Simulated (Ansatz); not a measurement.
Ansatz (a first-principles code) input (PBE0/def2-SVP):

Ansatz 0.2 input:
```yaml
crystal:
  periodic: [false, false, false]
  atoms:
    - {symbol: Ga, position_ang: [0.00000000, 0.00000000, 0.00000000]}
    - {symbol: H, position_ang: [-0.00000000, -0.00000000, -1.52926086]}
    - {symbol: H, position_ang: [0.00000000, 0.00000000, 1.52926086]}
basis:
  gaussian:
    orbitals: def2-SVP
hamiltonian:
  xc: {name: PBE0}
total_charge: 1
```

Output:

```
Functional definition: PBE0
integrals: 0.01 GiB planned
425 factors; integrals over basis functions are off by at most 1.5e-3 eV
mean field: 0.10 GiB planned
mean field evaluation 1: about -52387.5924 eV, gradient 1.3e1 eV
mean field evaluation 2: about -52387.8814 eV, gradient 1.0e1 eV
mean field evaluation 4: about -52388.0173 eV, gradient 2.5e-1 eV
mean field evaluation 8: about -52388.0129 eV, gradient 5.2e-4 eV
mean field -52388.01290671 eV, -1925.2239644509 hartree, gradient 1.6e-5 eV, S^2 0.000000; 0 other end points of the search recorded, 0 dependent functions left out
reference -52388.01293073 eV, -1925.2239653338 hartree; 16, 16 occupied and 26, 26 virtual orbitals, 425 factors
Total energy: -52388.01293073 eV, -1925.2239653338 hartree
```
